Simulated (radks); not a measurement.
Q: The phosphorus anion P3-, configuration [Ar]. All-electron calculation, non-relativistic Kohn-Sham, r2SCAN, spin-unpolarised, spherical densities, point nucleus; meta-GGA in the generalised Kohn-Sham scheme; Watson sphere of charge +3 and radius 4.14 bohr. Program: a radial shooting solver on a logarithmic mesh with Libxc functionals. Some entries of the table are withheld. Estimate them.

orbital  occ.  eigenvalue (hartree)  <1/r> (bohr^-1)  <r^2> (bohr^2)
1s          2                   (1)              (2)         0.01455
2s          2              -6.37592            2.819          0.3215
2p          6              -4.51859            2.706          0.2949
3s          2              -0.43026              (3)           5.283
3p          6              -0.16015              (4)           11.42

A: 
(1) 1s eigenvalue (hartree): -76.66162
(2) 1s <1/r> (bohr^-1): 14.56
(3) 3s <1/r> (bohr^-1): 0.6545
(4) 3p <1/r> (bohr^-1): 0.4487
